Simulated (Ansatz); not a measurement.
System: OsO$_{2}$ (charge 0, triplet). The spin state was set by rule; other spins were not relaxed. SMILES: [O]=[Os]=[O]
Geometry from a B3LYP-D3(BJ)/def2-TZVP (Ansatz, a program for electronic structure) optimisation:
```xyz
3

Os     0.0719    -0.0494     0.0786
O      0.8608     0.4532    -1.3355
O     -1.5436     0.0165     0.5889
```
Charge 0, spin multiplicity 3.

**Question.** Give the harmonic wavenumbers at B3LYP-D3(BJ)/def2-TZVP (Ansatz, finite differences of forces, unscaled).

**Answer.** 227, 978, 1033 cm⁻¹. Zero-point energy 3.2 kcal/mol.

**Question.** From these and the geometry, give the ideal-gas thermochemistry at 298.15 K and 1 atm (rigid rotor, harmonic oscillator).

**Answer.** Point group C2v, rotational symmetry number 2. Rotational constants 40.48, 6.53, 5.623 GHz. S(trans) 42.10, S(rot) 21.52, S(vib) 2.09, S(elec, spin only) 2.18, S 67.9 cal/(mol K). H(298) - H(0) 2.74 kcal/mol; G - E(el) -14.3 kcal/mol.
